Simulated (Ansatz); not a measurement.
Molecule: diaminoborinic acid, sum formula H₅BN₂O (charge 0, singlet). 
Geometry from a B3LYP-D3(BJ)/def2-TZVP (Ansatz, an electronic-structure program) optimisation:
```xyz
9

N      1.2674    -0.5594     0.3003
B      0.0087     0.0178    -0.0050
N     -1.2056    -0.7175     0.1240
O      0.0251     1.3366    -0.4359
H      2.1166    -0.0324     0.2058
H      1.3968    -1.5005     0.6208
H     -2.1110    -0.3378    -0.0839
H     -1.2384    -1.6718     0.4339
H     -0.8407     1.6984    -0.6344
```

Quantity: vertical triplet-singlet gap (E(triplet) - E(singlet); each state is the SCF solution reached for its spin), in kJ/mol. Cores are frozen in the correlated levels unless marked. UHF or UKS for open shells. No spin-orbit coupling. Non-relativistic. CBS(X,Y): correlation extrapolated as X^-3; Hartree-Fock from the larger set. The bracket is a focal-point correction in the basis named.

RI-MP2/CBS(aug-cc-pVTZ,aug-cc-pVQZ)+[CCSD(T)-MP2]/aug-cc-pVTZ (Ansatz) gives 565.9 kJ/mol.

Task: Another calculation gave 572.1 kJ/mol. Which level was it?
(A) CAM-B3LYP/def2-TZVPD (Ansatz)
(B) PBE/def2-TZVPD (Ansatz)
(C) r2SCAN/def2-TZVPD (Ansatz)
(D) wB97M-V/def2-TZVPD (Ansatz)

Result: D, wB97M-V/def2-TZVPD (Ansatz). The others give 553.3 (CAM-B3LYP), 490.6 (PBE), 513.5 (r2SCAN) kJ/mol.
